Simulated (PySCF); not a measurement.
## One molecule, a ladder of functionals, a line

Molecule: `[SiH3]/C=C\[SiH3]`, C2H8Si2.

Bonds (- single, = double, # triple, : aromatic): Si1-C2 1.876 Å, C2=C3 1.346 Å, C3-Si4 1.884 Å. Si1 carries H5, H6, H7; C2 carries H8; C3 carries H9; Si4 carries H10, H11, H12. Stereochemistry as in [SiH3]/C=C\[SiH3].

GIAO shieldings (ppm, equivalent atoms averaged) in PySCF 2.14.0 with density-fitted response routines on the PBE0-D3(BJ)/def2-SVP geometry, basis pcSseg-2, gas phase, non-relativistic:

| functional | exact exchange (%) | σ(Si1/Si4) |
| --- | --- | --- |
| BLYP | 0 | 398.3 |
| BP86 | 0 | 407.9 |
| PBE | 0 | 410.1 |
| B3LYP | 20 | 408.6 |
| PBE0 | 25 | 422.4 |
| BHandHLYP | 50 | 424.3 |
| HF | 100 | 453.9 |

(1) Fit each shielding as a line in the percentage of exact exchange.

(2) What does the line predict for mPW1PW91 (25 %), and what does the run give?

Results:

(1) σ(Si1/Si4) = 404.7 + 0.47 x (rms 4.9 ppm). The functionals also differ in their semilocal parts, which the line can't hold; Hartree–Fock has no correlation at all.

(2) σ(Si1/Si4): 416.4 predicted, 420.4 computed ppm.
